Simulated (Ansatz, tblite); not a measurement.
Cost and result up the ladder for the cluster SnO₂ (3 atoms). Charge 0, multiplicity 1. Geometry: B3LYP-D4/def2-TZVP.

```xyz
3

Sn    0.0000    0.0000    0.0000
O    -0.2868   -1.6532    0.6886
O     0.2867    1.6532   -0.6887
```

Ansatz on 2 threads of Arm Neoverse V2 on a shared host; xTB runs through tblite on one thread. Times are rough, summed over both states, and most runs start from the orbitals of an earlier one. B2PLYP/def2-TZVP serves as the yardstick here, not as an exact answer. The other state is a quintet at its own geometry.

In the def2 sets Sn takes a core potential; there is no spin–orbit coupling. The xTB rows come from tblite. HSE06 is defined as in plane-wave codes, on full-range PBE exchange. Correlated methods freeze 6 core orbitals; core or outer-core shells of Sn are correlated, in sets that lack core-valence functions. The structure comes from a short search, and lower isomers may exist.

Run but left out: HF/STO-3G (singlet: restricted singlet, unstable in another Hartree–Fock run and untested here); HF/def2-TZVP, HF/def2-TZVPP (singlet: restricted singlet, unstable towards broken spin symmetry).

Correlated methods converge slowly with the basis.

xTB has no spin-polarisation term.

| level | functions | wall time |
| --- | --- | --- |
| GFN1-xTB | 17 | 0.002 s |
| GFN2-xTB | 17 | 0.004 s |
| MP2/def2-TZVP | 112 | 2.5 s |
| HSE06-D4/def2-TZVP | 112 | 5.7 s |
| B2PLYP/def2-TZVP | 112 | 5.9 s |
| PBE-D4/def2-TZVP (with forces) | 112 | 6.5 s |
| RPA@PBE/def2-TZVP | 112 | 7.3 s |
| r2SCAN-D4/def2-TZVP | 112 | 9.2 s |
| r2SCAN0-D4/def2-TZVP | 112 | 11 s |
| CCSD(T)/def2-TZVPP | 112 | 16 s |
| ωB97M-V/def2-TZVP | 112 | 23 s |

(1) Estimate what each level gives for the quintet − singlet (eV).

## Answers

(1) 
```tsv
level	quintet − singlet (eV)	difference from B2PLYP/def2-TZVP (eV)	remarks
GFN1-xTB	9.77	5.19	–
GFN2-xTB	8.81	4.23	–
MP2/def2-TZVP	5.51	0.93	restricted SCF unstable (singlet)
HSE06-D4/def2-TZVP	3.89	-0.70	–
B2PLYP/def2-TZVP	4.58	0.00	–
PBE-D4/def2-TZVP (with forces)	4.59	0.00	–
RPA@PBE/def2-TZVP	4.14	-0.44	–
r2SCAN-D4/def2-TZVP	3.98	-0.60	–
r2SCAN0-D4/def2-TZVP	3.37	-1.21	–
CCSD(T)/def2-TZVPP	4.42	-0.16	large T1 (0.031) (singlet), restricted SCF unstable (singlet)
ωB97M-V/def2-TZVP	4.01	-0.58	–
```
